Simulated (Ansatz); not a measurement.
Compare A (`FC1=NBS1`) with its isomer B (`FB1N=CS1`).

Gas-phase electronic energies from Ansatz, PBE0-D4/def2-TZVP geometries. CCSD(T)/CBS is the MP2 limit (def2-TZVPP, def2-QZVPP) plus CCSD(T) − MP2 in def2-TZVPP, frozen cores. Functionals use def2-TZVPP. B3LYP here is the variant with VWN-RPA as its local correlation; programs differ in this.

Problem. Which isomer does CCSD(T)/CBS put lower? Give the gap. (Best estimate.)

Solution. Computed: B, by 42.3 kcal/mol.

Problem. Give E(B) − E(A) in kcal/mol with ωB97M-V, B2PLYP, B3LYP, MP2/def2-TZVPP, CCSD(T)/def2-SVP, r2SCAN-D4, B3LYP-D4. (Best estimate.)

Solution. The calculation gave: ωB97M-V -40.4, B2PLYP -41.5, B3LYP -40.8, MP2/def2-TZVPP -42.4, CCSD(T)/def2-SVP -43.1, r2SCAN-D4 -39.6, B3LYP-D4 -40.7. None reverses the order clearly.

Problem. Does the order hold for the free energy at 298.15 K (harmonic terms from PBE0-D4)? (Best estimate.)

Solution. The calculation gave: Yes: G(B) − G(A) = -41.2 kcal/mol.

Largest T1 diagnostic: 0.016.

Leaving LDA and LC-ωPBE aside and taking each functional with its dispersion term where it has one, the values, not all of them listed here, spread over 3.6 kcal/mol, from BHLYP-D4 to revPBE-D4. From r2SCAN to r2SCAN0 (25 % exact exchange), in def2-TZVPP and without D4, E(B) − E(A) moves by −0.8 kcal/mol.
